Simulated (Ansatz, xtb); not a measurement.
## Ranking isomers of C6H11B

11 gas-phase structures of C6H11B, from a drawn sample of its isomers (lower ones may exist). Each was relaxed with GFN2-xTB; where two conformers were screened, the lower at r2SCAN-D4/def2-SVP is listed:

A. `C=C1CBCCC1`, a singlet
B. `B[C@@H]1C=CC[C@@H]1C`, a singlet
C. `B[C@]12CC[C@H](C1)C2`, a singlet
D. `B[C@@H]1C[C@H]2CC[C@H]21`, a singlet
E. `B/C(=C\C)C(=C)C`, a singlet
F. `B[C@@H]1CC=C[C@@H]1C`, a singlet
G. `CBC1CC=CC1`, a singlet
H. `B[C@@H]1CCC12CC2`, a singlet
I. a singlet given by its coordinates
J. `B[C@]12CC[C@H]1CC2`, a singlet
K. `BCC1CC=CC1`, a singlet

I (Å):

```yaml
atoms:
  - { symbol: C, position_ang: [0.0663, -0.1628, 0.1167] }
  - { symbol: C, position_ang: [-0.5141, 0.9562, 0.5264] }
  - { symbol: C, position_ang: [1.5695, -0.2873, 0.0940] }
  - { symbol: C, position_ang: [1.9068, -1.6417, 0.7361] }
  - { symbol: C, position_ang: [0.9861, -2.6633, 0.1523] }
  - { symbol: C, position_ang: [-0.1507, -3.0656, 0.7615] }
  - { symbol: B, position_ang: [-0.6813, -1.4681, -0.3932] }
  - { symbol: H, position_ang: [-1.7728, -1.6369, 0.0200] }
  - { symbol: H, position_ang: [-0.5659, -1.7211, -1.5412] }
  - { symbol: H, position_ang: [-1.5861, 1.0615, 0.5429] }
  - { symbol: H, position_ang: [0.0482, 1.8257, 0.8381] }
  - { symbol: H, position_ang: [1.9099, -0.2874, -0.9455] }
  - { symbol: H, position_ang: [2.0688, 0.5312, 0.6175] }
  - { symbol: H, position_ang: [1.7479, -1.5708, 1.8146] }
  - { symbol: H, position_ang: [2.9484, -1.9116, 0.5507] }
  - { symbol: H, position_ang: [1.2916, -3.1101, -0.7831] }
  - { symbol: H, position_ang: [-0.7424, -3.8780, 0.3747] }
  - { symbol: H, position_ang: [-0.3862, -2.7398, 1.7612] }
```

Close contacts (Å): C1–C2 1.33, C1–C3 1.51, C1–B7 1.59, C3–C4 1.54, C4–C5 1.49, C5–C6 1.35, C6–B7 2.04, C2–H10 1.08, C2–H11 1.08, C3–H12 1.09, C3–H13 1.09, C4–H14 1.09, C4–H15 1.09, C5–H16 1.08, C6–H17 1.08, C6–H18 1.08, B7–H8 1.18, B7–H9 1.18.

Q: Estimate their order in r2SCAN-D4/def2-SVP energy at these geometries, lowest first.

A: Calculated order at r2SCAN-D4/def2-SVP: A (0.0), G (26.3), B (66.2), K (78.5), F (79.8), C (115.0), I (121.4), E (122.8), J (174.3), H (181.2), D (185.6) kJ/mol. Less than 1 kcal/mol parts K and F; I and E, so the order within those pairs means little.

Energies above the lowest of each column, in kJ/mol; the last columns are at B3LYP-D3(BJ)/def2-SVP geometries and were run for some of them only (a dash: not run or not comparable):

```
structure  GFN2-xTB  HF/STO-3G  r2SCAN-D4/def2-SVP  B3LYP-D3(BJ)/def2-SVP  CCSD(T)/def2-SVP + ΔMP2/def2-TZVPP
        A       9.3        0.0                 0.0                    0.0                                 0.0
        G      28.5       19.1                26.3                   27.8                                20.5
        B      15.8       70.2                66.2                   65.8                                53.4
        K      16.1       57.5                78.5                   73.1                                   –
        F      18.7       64.8                79.8                   75.5                                   –
        C       0.0       23.3               115.0                      –                                   –
        I     118.5      234.8               121.4                      –                                   –
        E     103.4      222.0               122.8                      –                                   –
        J      34.8       79.6               174.3                      –                                   –
        H      64.2      140.0               181.2                      –                                   –
        D      43.8       85.0               185.6                      –                                   –
```

CCSD(T)/def2-SVP + ΔMP2/def2-TZVPP puts A lowest of those it was run on; GFN2-xTB picks C. Flexible structures stand in one conformer each, not always the lowest. Frequencies (GFN2-xTB) were run for A, B, G alone. ΔMP2 is the change of the MP2 energy from the smaller to the larger basis.

Over these structures GFN2-xTB departs from r2SCAN-D4/def2-SVP by 47.2 kJ/mol on average once a common shift is removed. A GFN2-xTB relaxation took about 0.14 s and the r2SCAN-D4/def2-SVP energy about 2.4 s on a shared host (Ansatz 0.2.0, xtb 6.7.1).
